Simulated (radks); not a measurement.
Values are calculated unless marked as measured or tabulated.
Initial-state core-level shifts of neutral antimony when its valence configuration changes from [Kr] 4d10 5s2 5p3. Level of theory: Dirac Kohn-Sham, PBEsol, spin-unpolarised, spherical densities, finite nucleus; open shells fill j = l - 1/2 first; Fermi nuclear charge, rms radius 4.6802 fm (a radial shooting solver on a logarithmic mesh with Libxc functionals). Shifts are changes of the shell-averaged eigenvalues in eV (positive: less bound); the change of the density at the nucleus, which sets a Mossbauer isomer shift, is in e/bohr^3, on a base of 2.086e+05.

valence,2p,3s,4s,4p,density at nucleus
4d10 5p5,-3.010,-3.055,-3.038,-3.019,-96.54
4d10 5s1 5p4,-1.546,-1.567,-1.559,-1.550,-46.65
4d9.5 5p5.5,-7.211,-7.105,-6.513,-6.345,-91.87
4d10 5s1.5 5p3.5,-0.785,-0.795,-0.791,-0.786,-22.90
4d9 5s1 5p5,-10.107,-9.808,-8.608,-8.298,-30.84
4d8 5s2 5p5,-17.610,-16.886,-14.311,-13.693,+45.45
4d9.5 5s1.5 5p4,-5.049,-4.909,-4.340,-4.189,-13.54
4d9 5s2 5p4,-8.656,-8.336,-7.159,-6.860,+22.24
4d8.5 5s2 5p4.5,-13.095,-12.583,-10.735,-10.279,+33.72
